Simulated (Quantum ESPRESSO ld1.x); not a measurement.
Values are calculated unless marked as measured or tabulated.
Task: These are the eigenvalues of the occupied orbitals of an atom or ion with whole-number occupations (eV). Code: ld1.x of Quantum ESPRESSO 7.5. Model: scalar-relativistic Kohn-Sham, LDA (Slater exchange, VWN5 correlation), spin-polarised, spherical densities, point nucleus.

1s down: -67319.5
1s up: -67319.5
2s up: -11571.3
2s down: -11571.2
2p up: -10144.6
2p down: -10144.5
3s up: -2653.91
3s down: -2653.87
3p up: -2229.65
3p down: -2229.61
3d up: -1733.81
3d down: -1733.73
4s up: -544.222
4s down: -544.118
4p up: -404.986
4p down: -404.881
4d up: -226.784
4d down: -226.649
5s up: -78.5466
5s down: -77.2903
5p up: -45.2638
5p down: -43.5718
4f up: -29.8123
4f down: -29.4790
5d up: -10.0675

Which element is it, and in what charge state? The configuration may be excited. Open shells, if any, are filled with parallel spins first.

Result: Z = 73, tantalum, charge +1: Ta+ in [Xe] 4f14 5d4. The list shows which subshells hold electrons but not how many an open one holds; the 1s level, -2473.9 hartree, gives Z - s = 70.3 by -(Z - s)^2/2, which with screening and relativity narrows Z to a few neighbours, and the depths of the outer levels then fix element, charge and occupations together.
